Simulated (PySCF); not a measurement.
**Electron correlation in Al (aluminium, neutral)**

[Ne] 3s2 3p1, 2P determinant. All numbers are calculated (PySCF 2.14, the spin-free X2C one-electron Hamiltonian (Gaussian nucleus), in aug-cc-pCVTZ-DK with one added diffuse shell each of s, p, d, f type (9s8p6d4f, 91 functions)). Frozen: 1s2; 11 electrons correlated.

```tsv
level	correlation energy (mhartree)
CCSD	-334.12
(T)	-4.34
CCSD(T)	-338.46
```

Diagnostics: T1 = 0.012, D1 = 0.0462, largest double amplitude 0.051.

Cost of the coupled-cluster step: roughly 100 core-seconds, for 11 correlated electrons.
